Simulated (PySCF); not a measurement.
**Two-component Hartree-Fock for Lu⁴⁺ (lutetium, charge +4)**

Start: [Xe] 4f13; 4f5/2 filled at m_j = -5/2, -3/2, -1/2, +1/2, +3/2, +5/2; 4f7/2 filled at m_j = -5/2, -3/2, -1/2, +1/2, +3/2, +5/2, +7/2. Calculated with PySCF 2.14 in x2c-TZVPPall-2c: generalised Hartree-Fock with the X2C-1e Hamiltonian and a Gaussian nucleus; one run each with spin-orbit coupling (SO) switched off, then screened by Boettger's factors.

```csv
spinor shell,electrons,"ε, spin-free (eV)","ε, screened SO (eV)",weight of nominal j (screened SO),"rms radius, screened SO (bohr)"
1s1/2,2,-63702.4,-63685.5,1.000,0.0219
2s1/2,2,-11023.6,-11018.3,1.000,0.0885
2p1/2,2,-9704.1,-10499.0,1.000,0.0754
2p3/2,4,-9704.1,-9376.2,1.000,0.0825
3s1/2,2,-2598.9,-2597.2,1.000,0.227
3p1/2,2,-2195.7,-2367.8,1.000,0.218
3p3/2,4,-2195.7,-2123.6,1.000,0.232
3d3/2,4,-1707.6,-1738.7,1.000,0.206
3d5/2,6,-1707.6,-1685.4,1.000,0.210
4s1/2,2,-588.55,-588.04,1.000,0.507
4p1/2,2,-453.33,-493.50,0.999,0.518
4p3/2,4,-453.33,-436.37,1.000,0.550
4d3/2,4,-273.34,-280.49,0.994,0.581
4d5/2,6,-273.34,-268.20,0.996,0.593
5s1/2,2,-118.79,-118.72,1.000,1.23
5p1/2,2,-82.307,-88.203,0.995,1.35
5p3/2,4,-82.307,-79.834,0.997,1.44
4f5/2,6,-73.204,-74.301,0.947,0.752
4f7/2,7,-73.204,-72.018,0.954,0.758
```

| quantity | spin-free | screened SO |
| --- | --- | --- |
| E (hartree) | -14549.46705 | -14563.93071 |
| M_J | 7/2 | 7/2 |
| ⟨J²⟩ | 15.754 | 15.754 |
| ⟨L²⟩ | 12.004 | 12.105 |
| ⟨S²⟩ | 0.750 | 0.852 |

Each row is a mean over spinors that exchange with the open shell spreads, by up to 10.313 eV (4d5/2).

Breit and QED terms are absent; they matter most for the inner s and p1/2 levels.

Densities and radii are taken from the X2C orbitals without a picture-change correction, which distorts them close to the nucleus.

Without spin-orbit coupling the j labels of p, d and f shells carry no meaning; the spin-free column gives the mean over the occupied spinors of each nl shell.
